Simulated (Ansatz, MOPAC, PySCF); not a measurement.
Complex: C2H4 (SMILES C=C) (first 6 atoms) with CH6Si (SMILES C[SiH3]); geometry from B3LYP-D3(BJ)/def2-TZVP, rigid monomers moved along the line of their centres of mass till H3···Si8 is 3.83 Å.
(charge 0, multiplicity 1):
```xyz
14

C      0.491    -0.015     0.018
C     -0.809     0.218     0.125
H      1.218     0.544     0.593
H      0.881    -0.776    -0.648
H     -1.538    -0.341    -0.450
H     -1.196     0.978     0.792
C     -0.725    -1.043     4.271
Si     0.569     0.310     4.361
H     -1.679    -0.696     4.672
H     -0.413    -1.916     4.846
H     -0.880    -1.351     3.236
H      0.138     1.508     3.599
H      1.861    -0.154     3.800
H      0.798     0.722     5.769
```

Monomers are frozen at their geometry in the pair; levels with a basis set take the counterpoise correction. Rows marked so take none.

Frozen-core correlation. Rows in 6-311+G**, 6-31G* carry no dispersion term and start afresh at each structure (6-31G* with six Cartesian d functions). MP2/6-31G* freezes PySCF's default core. The state that AM1, PM3, PM6, PM7 reach isn't checked; PM7 holds dispersion and hydrogen-bond terms.

The values were computed with Ansatz (a quantum-chemistry and plane-wave program); MOPAC for AM1, PM3, PM6, PM7 (differences of heats of formation); PySCF for 6-311+G** rows, 6-31G* rows, the dispersion terms. Each number belongs to the level named beside it.

Other levels give for the interaction energy: PBE/def2-TZVPPD -0.63; B3LYP/def2-TZVPPD 0.02; B3LYP-D3(BJ)/def2-TZVPPD -1.40; wB97M-V/def2-TZVPPD -1.24; CCSD(T)/aug-cc-pV(D+d)Z -1.16 kcal/mol.

Task: What do these common cheap choices give for the same quantity: AM1, PM3, PM6, PM7, HF/6-31G* (no counterpoise), BP86/6-31G* (no counterpoise), B3LYP/6-311+G** (no counterpoise), MP2/6-31G* (no counterpoise)?

Result: AM1 0.09; PM3 -0.10; PM6 -0.17; PM7 -0.81; HF/6-31G* (no counterpoise) -0.72; BP86/6-31G* (no counterpoise) -0.25; B3LYP/6-311+G** (no counterpoise) 0.02; MP2/6-31G* (no counterpoise) -1.49 kcal/mol. They span -1.49 to 0.09 kcal/mol.
